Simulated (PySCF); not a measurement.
Ionisation energy of Tb²⁺ by level of theory

Tb²⁺ [Xe] 4f9 (high-spin determinant) → Tb³⁺ [Xe] 4f8 (7F), as a difference of total energies. All numbers are calculated (PySCF 2.14, the spin-free X2C one-electron Hamiltonian (Gaussian nucleus), in x2c-TZVPPall with one added diffuse shell each of s, p, d, f type (12s8p8d5f2g, 129 functions)). Correlated levels: valence: [Kr] 4d10 frozen; valence and next inner shell: [Ar] 3d10 frozen. The calculations carry no spin-orbit coupling.

```
                                method  ionisation energy (eV)  plus first-order spin-orbit estimate  difference from reference of that sum (eV)
                                   UHF                  17.359                                17.565                                      -4.255
                                   LDA                  23.473                                23.680                                      +1.860
                                   PBE                  23.228                                23.435                                      +1.615
                                  PBE0                  22.075                                22.281                                      +0.461
                                r2SCAN                  22.475                                22.682                                      +0.862
                         MP2 (valence)                  21.246                                21.453                                      -0.367
                     SCS-MP2 (valence)                  21.032                                21.239                                      -0.581
    MP2 (valence and next inner shell)                  21.675                                21.882                                      +0.062
SCS-MP2 (valence and next inner shell)                  21.289                                21.495                                      -0.325
```

Reference: 21.82 ± 0.03 eV (semi-empirical (NIST evaluation); NIST Atomic Spectra Database, ionization energies).

A first-order spin-orbit estimate (lowest level to lowest level, LS coupling) adds 0.207 eV.

Errors of the correlated levels include the incompleteness of this basis and the frozen core.

The determinant of Tb²⁺ mixes LS terms, which raises its energy above the lowest term, most at the Hartree-Fock and MP2 levels.
